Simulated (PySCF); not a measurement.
**Computed properties of C4H5ClSi, SMILES C#C[Si@H](Cl)C=C**

C4H5ClSi, SMILES C#C[Si@H](Cl)C=C. Coordinates come from a B3LYP-D3(BJ)/def2-SVP optimisation. The structure was generated by enumeration; whether it is a known compound was not checked. Other conformers were not sampled. All values are computed for the isolated molecule unless a solvent is named; none is compared with measurement here.

**Structure.** All 27 harmonic modes at B3LYP-D3(BJ)/def2-SVP (PySCF) are real, so it is a minimum. With heavy atoms numbered as in [CH:1]#[C:2][Si@H:3]([Cl:4])[CH:5]=[CH2:6], the shortest bond between them is C1–C2 at 1.217 Å and the longest Si3–Cl4 at 2.085 Å.

**Vibrations.** The strongest infrared lines (harmonic, unscaled, degenerate partners summed) lie at 833 cm⁻¹ (200 km/mol, H 87 %, Si 9 %), 820 cm⁻¹ (193 km/mol, H 75 %, Si 18 %), 2254 cm⁻¹ (106 km/mol, H 97 %). The softest mode is at 79 cm⁻¹ and the zero-point energy is 45.5 kcal/mol.

**Electronic structure.** CAM-B3LYP/def2-TZVP (PySCF) places the frontier levels at -9.60 and 0.04 eV, a gap of 9.64 eV, and gives a dipole moment of 2.21 D and a mean polarisability of 79.3 bohr³. PBE/def2-TZVP (PySCF) at the same geometry gives -7.13 and -2.07 eV, so its gap is 4.58 eV narrower. An orbital gap is neither the optical nor the fundamental gap.

**Excitations.** TDDFT-PBE0/def2-SVPD (PySCF) has S1 at 5.79 eV (214 nm, f = 0.000, dark); the most intense of the 10 singlets computed lies at 6.48 eV (f = 0.13). T1 (TDA) is at 4.11 eV. TDDFT-PBE/def2-SVPD (PySCF) puts S1 at 5.20 eV. No vertical singlet excitation falls in the visible range (under 3.1 eV).

**NMR.** GIAO shifts at B3LYP/pcSseg-1 (PySCF) (non-relativistic, atoms alike by connectivity averaged): ¹³C from 85.0 to 149.3 ppm against TMS; ¹H from 2.8 to 6.8 ppm against TMS; ²⁹Si at -26.9 ppm against TMS. Without spin–orbit terms, shifts of atoms bonded to Cl or Br come out too high.

**Solvation.** SMD-B3LYP/6-31G* (PySCF) gives 0.9 kcal/mol in water, -2.6 kcal/mol in benzene, -1.8 kcal/mol in dimethylsulfoxide (1 M in both phases, gas-phase geometry); of these solvents benzene holds the molecule best.
